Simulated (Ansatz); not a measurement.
The cluster As₆, relaxed as a triplet with UKS PBE-D4/def2-SVP in Ansatz, starting from the PBE-D4/def2-SVP geometry of the neutral singlet. Force threshold 0.02 eV/Å.

At PBE-D4/def2-SVP a singlet of charge 0 lies 1.19 eV below the triplet, each at its own geometry. The structure comes from a short search, and lower isomers may exist.

Start:

```csv
atom,x (Å),y (Å),z (Å)
As1,0.9297,0.7509,1.5092
As2,0.1638,-1.5892,1.0735
As3,-1.7635,-0.6972,-0.3319
As4,1.7974,-0.4998,-0.4745
As5,-0.9976,1.6429,0.1037
As6,-0.1298,0.3923,-1.8800
```

Task: Estimate the energy that the relaxation releases and the steps that it takes.

Result: 75.1 kJ/mol, in 8 steps; 26 s on 4 threads of Intel Xeon 6975P-C on a shared host. No frequencies were taken in this run, so the end may be a saddle point.

Task: Does the start keep its bonding and symmetry?

Result: Bonds lost: As1–As5 (atoms count from 1). Point group D3h at the start, C2v at the end, both within 0.05 Å.

Task: Predict the relaxed structure.

Result: 
```xyz
6

As    1.252    0.535    1.696
As    0.180   -1.565    1.113
As   -1.786   -0.656   -0.322
As    1.818   -0.474   -0.439
As   -1.316    1.722   -0.175
As   -0.148    0.437   -1.873
```
Bond lengths: 8 × As–As 2.43 to 2.60 Å.
